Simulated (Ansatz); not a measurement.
InH2(CN) (CH2InN). Charge 0, multiplicity 3. Geometry PBE-D4/def2-TZVP, that of the neutral singlet; atoms count from 1.

Cartesian coordinates in Å:
```
In 0.144 -0.753 -0.271
H 1.009 -1.739 0.833
H -0.469 -1.061 -1.843
C -0.242 1.235 0.447
N -0.442 2.318 0.835
```

In the def2 sets In takes a core potential; there is no spin–orbit coupling. At PBE0-D4/def2-TZVP a singlet of charge 0 lies 4.71 eV below the triplet at the same geometry.

Question: Estimate the Mulliken populations from the PBE0/def2-TZVP orbitals of Ansatz.

Answer: 
```csv
atom,charge (e),spin (α − β)
In1,0.08,1.06
H2,0.10,0.34
H3,0.10,0.34
C4,-0.24,-0.07
N5,-0.03,0.32
```
Mulliken values depend strongly on the basis.

Question: Where does the spin sit?

Answer: Summed by element: In 1.06, H 0.68, C -0.07, N 0.32, of 2 unpaired in all. Largest on single atoms: In1 1.06, H2 0.34, H3 0.34.

Question: And the Mayer bond orders between heavy atoms (over 0.3)?

Answer: In1–C4 0.95 (2.15 Å); C4–N5 2.69 (1.17 Å).
